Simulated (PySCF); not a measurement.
# Splitting trees

Molfile (atoms numbered from 1):
```
C2H12B2N2
     RDKit          3D

 18 18  0  0  0  0  0  0  0  0999 V2000
    2.4054    0.0341    0.0159 C   0  0  0  0  0  0  0  0  0  0  0  0
    1.1325   -0.4677    0.6659 C   0  0  0  0  0  0  0  0  0  0  0  0
   -0.0202   -0.3914   -0.2329 N   0  0  0  0  0  0  0  0  0  0  0  0
   -1.4583   -0.7874    0.3340 B   0  0  0  0  0  0  0  0  0  0  0  0
   -2.0899    0.6252   -0.0558 N   0  0  0  0  0  0  0  0  0  0  0  0
   -0.6384    1.0419   -0.5704 B   0  0  0  0  0  0  0  0  0  0  0  0
    2.6743   -0.5727   -0.8641 H   0  0  0  0  0  0  0  0  0  0  0  0
    3.2478   -0.0129    0.7214 H   0  0  0  0  0  0  0  0  0  0  0  0
    2.2901    1.0780   -0.3130 H   0  0  0  0  0  0  0  0  0  0  0  0
    0.8901    0.1322    1.5552 H   0  0  0  0  0  0  0  0  0  0  0  0
    1.2509   -1.5093    1.0097 H   0  0  0  0  0  0  0  0  0  0  0  0
    0.1915   -0.9077   -1.0842 H   0  0  0  0  0  0  0  0  0  0  0  0
   -1.9637   -1.7071   -0.2866 H   0  0  0  0  0  0  0  0  0  0  0  0
   -1.4263   -0.9488    1.5417 H   0  0  0  0  0  0  0  0  0  0  0  0
   -2.4440    1.1701    0.7245 H   0  0  0  0  0  0  0  0  0  0  0  0
   -2.8082    0.5924   -0.7730 H   0  0  0  0  0  0  0  0  0  0  0  0
   -0.6241    1.2906   -1.7637 H   0  0  0  0  0  0  0  0  0  0  0  0
   -0.1469    1.9091    0.1323 H   0  0  0  0  0  0  0  0  0  0  0  0
  1  2  1  0
  2  3  1  0
  3  4  1  0
  4  5  1  0
  5  6  1  0
  6  3  1  0
  1  7  1  0
  1  8  1  0
  1  9  1  0
  2 10  1  0
  2 11  1  0
  3 12  1  0
  4 13  1  0
  4 14  1  0
  5 15  1  0
  5 16  1  0
  6 17  1  0
  6 18  1  0
M  CHG  4   3   1   4  -1   5   1   6  -1
M  END
```

Computed data (PySCF): structure optimised with PBE0-D3(BJ)/def2-SVP, shielding tensors at PBE0/pcSseg-1 (GIAO), spin–spin couplings from B3LYP/pcJ-1 (spin–dipole term only in couplings to heteroatoms). In vacuum, relativity neglected, one computed conformer, rapidly exchanging positions averaged.

Referencing at the same level of theory: 1H, 13C against TMS.

Spectrometer: 500 MHz for 1H. First-order analysis; couplings under 1 Hz (under 4 Hz in carbon signals) are ignored, and nearly equal couplings are merged; the smaller ones broaden or split the lines further.

**Question.** What pattern does H7/H8/H9 show (1H)?

**Answer.** A triplet at δ 1.00: 8.0 Hz to H10/H11 (2 × 1H, 3 bonds away). Lines in Hz from the centre (relative intensity): +8.0 (1), +0.0 (2), -8.0 (1). The outer lines are 16.0 Hz apart, the sum of the couplings kept, or 0.032 ppm at this field.

**Question.** What pattern does H10/H11 show (1H)?

**Answer.** A quartet at δ 2.51: 8.0 Hz to H7/H8/H9 (3 × 1H, 3 bonds away). Lines in Hz from the centre (relative intensity): +12.0 (1), +4.0 (3), -4.0 (3), -12.0 (1). The outer lines are 24.0 Hz apart, the sum of the couplings kept, or 0.048 ppm at this field.

**Question.** What pattern does C1 show in the proton-coupled 13C spectrum?

**Answer.** A quartet at δ 15.7: 132.6 Hz to H7/H8/H9 (3 × 1H, 1 bond away). Lines in Hz from the centre (relative intensity): +198.9 (1), +66.3 (3), -66.3 (3), -198.9 (1). The outer lines are 397.8 Hz apart, the sum of the couplings kept, or 3.164 ppm at this field.

The OH or NH signal is concentration- and solvent-dependent in practice; the value given is the gas-phase one. Hydrogens on boron are broadened and split by 11B (spin 3/2, 80 %) and 10B (spin 3). Unscaled 3J(H,H) at this level run about 10 % above measured values. Chain 3J(H,H) values assume equally populated staggered rotamers: (2 J gauche + J anti)/3.
